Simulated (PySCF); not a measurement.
BeH2, SMILES [BeH2].

Geometry optimised at PBE0-D3(BJ)/def2-TZVPD. The isomer is the one that the SMILES or the coordinates give; other isomers of the formula were not compared.

All values below come from PBE0-D3(BJ)/def2-TZVPD run with PySCF 2.14.0.

No scaling factor is applied to the harmonic values.

Modes within 1.5 cm⁻¹ of each other (mostly degenerate sets) share a row, with their intensities summed.

| mode | ν (cm⁻¹) | IR (km/mol) | Raman (Å⁴/amu) | depolarisation | moving atoms (share of kinetic energy) |
|---|---|---|---|---|---|
| 1–2 | 714 | 650.9 | 0.0 | – | H 82 %, Be 18 % |
| 3 | 2015 | 0.0 | 257.6 | 0.05 | H 100 % |
| 4 | 2233 | 233.9 | 0.0 | – | H 82 %, Be 18 % |
